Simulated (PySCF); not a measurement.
Species: C₅H₁₃NO₃Si.
SMILES: `CO[SiH2]OCC(=O)N(C)C`

The closed-shell ground state was solved at several levels (PySCF, density fitting, gas phase, non-relativistic). The structure is a single PBE0-D3(BJ)/def2-SVP conformer in the gas phase; no vibrational or solvent corrections.

| level | basis functions | HOMO (eV) | LUMO (eV) | gap (eV) | dipole (D) |
| --- | --- | --- | --- | --- | --- |
| B3LYP/pcSseg-1 | 242 | -6.92 | -0.17 | 6.75 | 7.23 |
| PBE0/pcSseg-1 | 242 | -7.18 | 0.09 | 7.27 | 7.28 |

Task: What might wB97X-D/def2-SVPD (317 basis functions) give for the same quantities?

Result: HOMO -9.18 eV, LUMO 1.72 eV, gap 10.90 eV, dipole 7.18 D.

Task: Over all these levels, which gives the widest orbital gap and which the narrowest?

Result: wB97X-D/def2-SVPD (range-separated hybrid) has the widest, 10.90 eV, and B3LYP/pcSseg-1 (global hybrid, 20 % exact exchange) the narrowest, 6.75 eV. Functional and basis both differ between the two, so the spread mixes both effects.

Task: How far do the dipole and the HOMO energy spread over the levels?

Result: The dipole runs from 7.18 to 7.28 D (mean 7.23 D) and the HOMO from -9.18 to -6.92 eV.
